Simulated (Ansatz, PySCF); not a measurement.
FH6NSi2, SMILES [SiH2](F)[SiH2]N.

Coordinates come from a PBE-D3(BJ)/def2-SVP optimisation. The structure was generated by enumeration, and PubChem lists no compound with its InChIKey, so it may never have been made. The values are those of a single conformer.

Vertical ionisation energy (IE) and electron affinity (EA) in eV. Rows of orbital energies are one-electron estimates. Where ΔSCF, EOM or ADC give a negative EA the extra electron is unbound and the value depends on the basis.

```
level                                                                       IE     EA
------------------------------------------------------------------------  ----  -----
−ε(HOMO), −ε(LUMO), M06-2X/def2-TZVP (PySCF)                              8.41  -0.10
−ε(HOMO), −ε(LUMO), PBE/def2-TZVP (PySCF)                                 5.94   1.55
ΔSCF, CAM-B3LYP/def2-SVPD (Ansatz), final states of multiplicity 2 and 2  9.45  -0.97
ΔSCF, PBE/def2-SVPD (Ansatz), final states of multiplicity 2 and 2        8.97  -0.67
```

**Question.** What vertical singlet–triplet gap does ΔSCF give with CAM-B3LYP/def2-SVPD (Ansatz, a program for electronic structure) and with PBE/def2-SVPD (Ansatz)? (An estimate is asked for; the answer gives what the named calculation found.)

**Answer.** 5.08 and 4.36 eV (triplet above singlet where positive).
